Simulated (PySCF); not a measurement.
BiF2, charge +1, singlet, at a GFN2-xTB geometry (such geometries of metal compounds can be far from the true shape) (core potentials on Bi); WB97X/def2-SVP, TDA run with PySCF.

Here is a job for PySCF.
```python
from pyscf import gto, scf, dft, tdscf

mol = gto.M(
    atom='''
Bi    0.18932082    0.11796992    0.11312715
F    -1.01058141    0.49679549   -1.37668302
F    -0.73537727   -1.58474032    0.33339926
''',
    basis='def2-svp',
    ecp={'Bi': 'def2-svp'},
    charge=1,
    verbose=4,
)

mf = dft.RKS(mol)
mf.xc = 'wb97x'
mf.kernel()
td = mf.TDA()
td.nstates = 5
td.conv_tol = 1e-3
td.kernel()
td.analyze(verbose=3)
```

What the program printed (banner, timings and long lists left out):

```
PySCF version 2.14.0

[INPUT] verbose = 4
[INPUT] num. atoms = 3
[INPUT] num. electrons = 40
[INPUT] charge = 1
[INPUT] spin (= nelec alpha-beta = 2S) = 0
[INPUT] symmetry False subgroup None
[INPUT] Mole.unit = angstrom
[INPUT] Symbol           X                Y                Z      unit          X                Y                Z       unit  Magmom
[INPUT]  1 Bi     0.189320820000   0.117969920000   0.113127150000 AA    0.357764499478   0.222930839737   0.213779330753 Bohr   0.0
[INPUT]  2 F     -1.010581410000   0.496795490000  -1.376683020000 AA   -1.909722091477   0.938807416019  -2.601553868139 Bohr   0.0
[INPUT]  3 F     -0.735377270000  -1.584740320000   0.333399260000 AA   -1.389661638530  -2.994725183356   0.630033291533 Bohr   0.0

nuclear repulsion = 128.172634323945
number of shells = 22
number of NR pGTOs = 109
number of NR cGTOs = 54
basis = def2-svp
ecp = {'Bi': 'def2-svp'}

******** <class 'pyscf.dft.rks.RKS'> ********
method = RKS
initial guess = minao
damping factor = 0
level_shift factor = 0
DIIS = <class 'pyscf.scf.diis.CDIIS'>
diis_start_cycle = 1
diis_space = 8
diis_damp = 0
SCF conv_tol = 1e-09
SCF conv_tol_grad = None
SCF max_cycles = 50
direct_scf = True
direct_scf_tol = 1e-13
XC library pyscf.dft.libxc version 7.1.2
    S. Lehtola, C. Steigemann, M. J. T. Oliveira, and M. A. L. Marques,  SoftwareX 7, 1–5 (2018)
XC functionals = wb97x
    J.-D. Chai and M. Head-Gordon,  J. Chem. Phys. 128, 084106 (2008)
radial grids:
    Treutler-Ahlrichs [JCP 102, 346 (1995); DOI:10.1063/1.469408] (M4) radial grids

becke partition: Becke, JCP 88, 2547 (1988); DOI:10.1063/1.454033
pruning grids: <function nwchem_prune>
grids dens level: 3
symmetrized grids: False
atomic radii adjust function: <function treutler_atomic_radii_adjust>
small_rho_cutoff = 0
Set gradient conv threshold to 3.16228e-05
Initial guess from minao.
tot grids = 51968
init E= -387.381315389326
  HOMO = -0.974207182964691  LUMO = -0.760011195576578  gap/eV = 5.82857
cycle= 1 E= -413.615440963128  delta_E= -26.2  |g|= 1.12  |ddm|= 12.5
  HOMO = -0.642123123101271  LUMO = -0.243664163756719  gap/eV = 10.84262
cycle= 2 E= -413.844651554854  delta_E= -0.229  |g|= 0.357  |ddm|= 2.37
  HOMO = -0.707614668808559  LUMO = -0.316682449784231  gap/eV = 10.63781
cycle= 3 E= -413.861692968398  delta_E= -0.017  |g|= 0.017  |ddm|= 0.421
  HOMO = -0.707540562103473  LUMO = -0.316150124128367  gap/eV = 10.65028
cycle= 4 E= -413.861797534887  delta_E= -0.000105  |g|= 0.00388  |ddm|= 0.047
  HOMO = -0.707866882377808  LUMO = -0.316726818164181  gap/eV = 10.64346
cycle= 5 E= -413.86180440559  delta_E= -6.87e-06  |g|= 0.00136  |ddm|= 0.00976
  HOMO = -0.708207538529878  LUMO = -0.31683794165258  gap/eV = 10.64971
cycle= 6 E= -413.861805262475  delta_E= -8.57e-07  |g|= 0.00135  |ddm|= 0.00443
  HOMO = -0.708081988674846  LUMO = -0.316870960477228  gap/eV = 10.64539
cycle= 7 E= -413.861805619196  delta_E= -3.57e-07  |g|= 0.000121  |ddm|= 0.0013
  HOMO = -0.708067168767207  LUMO = -0.316867455152352  gap/eV = 10.64509
cycle= 8 E= -413.861805639643  delta_E= -2.04e-08  |g|= 2.37e-05  |ddm|= 0.00046
  HOMO = -0.708064583320333  LUMO = -0.316866807495771  gap/eV = 10.64503
cycle= 9 E= -413.861805640471  delta_E= -8.27e-10  |g|= 5.24e-06  |ddm|= 9.3e-05
  HOMO = -0.708063782559894  LUMO = -0.316866622227465  gap/eV = 10.64502
Extra cycle  E= -413.861805640495  delta_E= -2.39e-11  |g|= 3.9e-06  |ddm|= 1.14e-05
converged SCF energy = -413.861805640495

******** <class 'pyscf.tdscf.rks.TDA'> for <class 'pyscf.dft.rks.RKS'> ********
nstates = 5 singlet
deg_eia_thresh = 1.000e-03
wfnsym = None
conv_tol = 0.001
eigh lindep = 1e-12
eigh level_shift = 0
eigh max_cycle = 100

Excitation energies (eV)
[4.94974125 4.97117902 5.91139618 6.24252276 6.4642273 ]

** Singlet excitation energies and oscillator strengths **
Excited State   1:      4.94974 eV    250.49 nm  f=0.0272
Excited State   2:      4.97118 eV    249.41 nm  f=0.0000
Excited State   3:      5.91140 eV    209.74 nm  f=0.0047
Excited State   4:      6.24252 eV    198.61 nm  f=0.0177
Excited State   5:      6.46423 eV    191.80 nm  f=0.0000
```
